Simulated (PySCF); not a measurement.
C3H9ClOSi, SMILES C[Si@](Cl)(O)CC.

Geometry: B3LYP-D3(BJ)/def2-SVP. The structure was generated by enumeration; whether it is a known compound was not checked. Other conformers were not sampled.

Method: TDA-PBE/def2-SVPD (PySCF 2.14.0).

Vertical excitations. The molecule is in vacuum.

Computed UV-visible absorptions:
```
state  energy (eV)  λ (nm)      f          main pairs
-----  -----------  ------  -----  ------------------
S1            6.36     195  0.040      HOMO→LUMO 99 %
S2            6.89     180  0.009    HOMO→LUMO+1 97 %
S3            6.92     179  0.025    HOMO−1→LUMO 97 %
S4            7.14     174  0.024    HOMO−2→LUMO 98 %
S5            7.36     169  0.005    HOMO→LUMO+2 93 %
S6            7.45     166  0.018  HOMO−1→LUMO+1 89 %
T1            6.23     199      0     HOMO→LUMO 100 %
T2            6.71     185      0    HOMO→LUMO+1 90 %
```
Triplets are in the Tamm–Dancoff approximation.
